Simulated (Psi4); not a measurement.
Method: SAPT0/jun-cc-pVDZ, frozen core (Psi4).

Psi4 input:

```
molecule {
0 1
C -0.65230716 0.11458230 0.00269116
C 0.65230044 -0.11459031 -0.00270584
H -1.12102647 0.72108389 0.76818322
H -1.30584774 -0.29478587 -0.75811223
H 1.30580980 0.29478400 0.75812316
H 1.12107114 -0.72107401 -0.76817947
--
1 1
N -0.34589740 -2.39556074 1.67468311
H -1.12421879 -2.95401660 1.30989945
H 0.51209843 -2.95629273 1.66259126
H -0.21862964 -1.56358606 1.08958063
H -0.55284229 -2.10834630 2.63666327
units angstrom
symmetry c1
no_reorient
no_com
}
set basis jun-cc-pvdz
set scf_type df
set freeze_core true
energy('sapt0')
```

Part of the output:

```
    SAPT Results
  --------------------------------------------------------------------------------------------------------
    Electrostatics                -22.78258731 [mEh]     -14.29628937 [kcal/mol]     -59.81567474 [kJ/mol]
      Elst10,r                    -22.78258731 [mEh]     -14.29628937 [kcal/mol]     -59.81567474 [kJ/mol]

    Exchange                       34.97074263 [mEh]      21.94447231 [kcal/mol]      91.81567213 [kJ/mol]
      Exch10                       34.97074263 [mEh]      21.94447231 [kcal/mol]      91.81567213 [kJ/mol]
      Exch10(S^2)                  34.16285509 [mEh]      21.43751522 [kcal/mol]      89.69456368 [kJ/mol]

    Induction                     -19.55976763 [mEh]     -12.27393949 [kcal/mol]     -51.35416283 [kJ/mol]
      Ind20,r                     -31.26401149 [mEh]     -19.61846340 [kcal/mol]     -82.08365086 [kJ/mol]
      Exch-Ind20,r                 17.97597447 [mEh]      11.28009428 [kcal/mol]      47.19591447 [kJ/mol]
      delta HF,r (2)               -6.27173061 [mEh]      -3.93557037 [kcal/mol]     -16.46642644 [kJ/mol]

    Dispersion                     -5.91431246 [mEh]      -3.71128710 [kcal/mol]     -15.52802522 [kJ/mol]
      Disp20                       -7.39812948 [mEh]      -4.64239634 [kcal/mol]     -19.42378627 [kJ/mol]
      Exch-Disp20                   1.48381702 [mEh]       0.93110924 [kcal/mol]       3.89576105 [kJ/mol]
      Disp20 (SS)                  -3.69906474 [mEh]      -2.32119817 [kcal/mol]      -9.71189313 [kJ/mol]
      Disp20 (OS)                  -3.69906474 [mEh]      -2.32119817 [kcal/mol]      -9.71189313 [kJ/mol]
      Exch-Disp20 (SS)              0.96851769 [mEh]       0.60775403 [kcal/mol]       2.54284284 [kJ/mol]
      Exch-Disp20 (OS)              0.51529933 [mEh]       0.32335521 [kcal/mol]       1.35291820 [kJ/mol]

  Total HF                         -7.37161230 [mEh]      -4.62575656 [kcal/mol]     -19.35416543 [kJ/mol]
  Total SAPT0                     -13.28592476 [mEh]      -8.33704365 [kcal/mol]     -34.88219065 [kJ/mol]
```
